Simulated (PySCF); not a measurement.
**Mn (manganese, neutral): UHF calculation**

Configuration: [Ar] 3d5 4s2, high-spin 6S determinant. All numbers are calculated (PySCF 2.14, no relativity, point nucleus, in def2-TZVPPD).

```
Total energy                                     : -1149.846837 hartree
One-electron energy                              : -1585.2893 hartree
Hartree (Coulomb) energy                         : 486.4369 hartree
Exchange energy                                  : -50.9945 hartree
Kinetic energy                                   : 1149.75961 hartree
⟨S²⟩                                             : 8.7703
⟨L²⟩                                             : 0.000
Sum of ⟨r⟩                                       : 21.80 bohr
Sum of ⟨r²⟩                                      : 43.18 bohr²
Density at the nucleus (Gaussians lack the cusp) : 10300 bohr⁻³
Spin density at the nucleus                      : 1.01 bohr⁻³
Langevin diamagnetic susceptibility              : -34.2 ×10⁻⁶ cm³/mol
```

| shell | electrons | mean orbital energy (eV) | rms radius, mean of both spins (bohr) |
| --- | --- | --- | --- |
| 1s α | 1 | -6545.4 | 0.0713 |
| 1s β | 1 | -6545.3 | 0.0713 |
| 2s α | 1 | -793.99 | 0.305 |
| 2s β | 1 | -790.34 | 0.305 |
| 2p α | 3 | -677.03 | 0.274 |
| 2p β | 3 | -673.44 | 0.274 |
| 3s α | 1 | -109.45 | 0.923 |
| 3s β | 1 | -98.318 | 0.923 |
| 3p α | 3 | -74.245 | 0.992 |
| 3p β | 3 | -60.753 | 0.992 |
| 3d α | 5 | -17.433 | 1.28 |
| 4s α | 1 | -7.436 | 3.65 |
| 4s β | 1 | -6.152 | 3.65 |

Spin-orbit constants ζ (cm⁻¹) from the X2C one-electron operator on these orbitals (non-relativistic here): bare nucleus, nucleus screened by l(l+1)(2l+1)/3 electrons, and screened by the Breit-Pauli mean field of the electrons.

```
shell   bare  screened nucleus  mean field
   2p  57010             52450       50290
   3p   6782              6239        5942
   3d  601.6             361.0       321.0
```
